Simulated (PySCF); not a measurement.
UHF on Gd (gadolinium, neutral)

Configuration: [Xe] 4f8 5d1 6s1, one real determinant (an excited configuration). Calculation: PySCF 2.14, in ANO-RCC-VTZP (8s7p5d3f2g1h, 104 functions); the spin-free X2C one-electron Hamiltonian (Gaussian nucleus).

| Property | Result |
| --- | --- |
| Total energy | -11266.115322 hartree |
| One-electron energy | -15425.2012 hartree |
| Hartree (Coulomb) energy | 4408.1877 hartree |
| Exchange energy | -249.1018 hartree |
| ⟨S²⟩ | 20.0083 |
| ⟨L²⟩ | 18.047 |
| Sum of ⟨r⟩ | 43.37 bohr |
| Sum of ⟨r²⟩ | 76.68 bohr² |
| Traceless quadrupole moment −½Σ⟨3z² − r²⟩ along its main axis | -2.81 e·bohr² |
| Langevin diamagnetic susceptibility | -60.7 ×10⁻⁶ cm³/mol |

```tsv
shell	electrons	mean orbital energy (hartree)	spread (hartree)	rms radius, mean of both spins (bohr)
1s α	1	-1854.97375	0	0.0249
1s β	1	-1854.97176	0	0.0249
2s α	1	-310.42528	0	0.101
2s β	1	-310.41717	0	0.101
2p α	3	-276.45012	0.01009	0.0907
2p β	3	-276.44328	0.00783	0.0907
3s α	1	-70.43724	0	0.260
3s β	1	-70.29940	0	0.260
3p α	3	-59.65641	0.05705	0.261
3p β	3	-59.50186	0.02761	0.261
3d α	5	-45.17373	0.04829	0.239
3d β	5	-45.00579	0.00846	0.239
4s α	1	-14.91419	0	0.589
4s β	1	-14.54237	0	0.589
4p α	3	-11.27777	0.09746	0.625
4p β	3	-10.86662	0.01748	0.625
4d α	5	-6.12183	0.08889	0.691
4d β	5	-5.58502	0.06853	0.691
5s α	1	-2.07012	0	1.47
5s β	1	-1.90852	0	1.47
5p α	3	-1.10627	0.05808	1.75
5p β	3	-0.96992	0.00630	1.75
4f α	7	-0.47146	0.10168	1.02
4f β	1	-0.20572	0	1.02
6s α	1	-0.17584	0	4.99
5d α	1	-0.13914	0	3.44
```

⟨L²⟩ = 18.05 against 30 for a pure H term, so this real determinant mixes terms. Spin-orbit coupling, absent here, splits the open shell strongly.

Densities and radii are taken from the X2C orbitals without a picture-change correction, which distorts them close to the nucleus.

Spin-orbit constants ζ (cm⁻¹) from the X2C one-electron operator on these orbitals: bare nucleus, nucleus screened by l(l+1)(2l+1)/3 electrons, and screened by the Breit-Pauli mean field of the electrons.

```
shell     bare  screened nucleus  mean field
   2p  3621000           3508000         n/a
   3p   750400            726900         n/a
   3d   116800             98550         n/a
   4p   162800            157700         n/a
   4d    21320             17980         n/a
   4f     2891              1626         n/a
   5p    19950             19330         n/a
   5d    755.5             637.5         n/a
```

To first order the Landé constant is A = -90.10 cm⁻¹, so the lowest level has J = 9 and lies 0.223 eV below the centre of the term. This holds in LS coupling only.
